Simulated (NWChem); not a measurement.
**Correlation energy of H6B2**

```
B
H 1 1.2014
H 1 1.2014 2 121.73
H 1 1.3290 2 109.00 3 -128.14
B 4 1.3290 1 83.91 2 -112.52
H 5 1.2014 4 109.00 1 112.52
H 5 1.2014 6 121.73 4 -128.14
H 1 1.3290 2 109.00 4 -103.72
```
Charge 0, spin multiplicity 1.

All runs are NWChem calculations. All single points use one geometry, from B3LYP/def2-SVP, a minimum by its harmonic frequencies.

Basis set: 6-31G*. Each correlation energy counts from its own Hartree-Fock reference.

The correlated methods keep 2 core orbitals frozen. The Pople sets run with spherical d functions. The structure started from a generated list of species. Coupled-cluster values serve here as a point of comparison, not as the truth.

Problem. One of these methods gave a correlation energy of -179.8 mHa. Which?
(A) CCSD
(B) MP2
(C) SCS-MP2
(D) CCSD+T(CCSD)

Solution. B, MP2. The others give -189.1 (SCS-MP2), -215.2 (CCSD), -221.1 (CCSD+T(CCSD)).
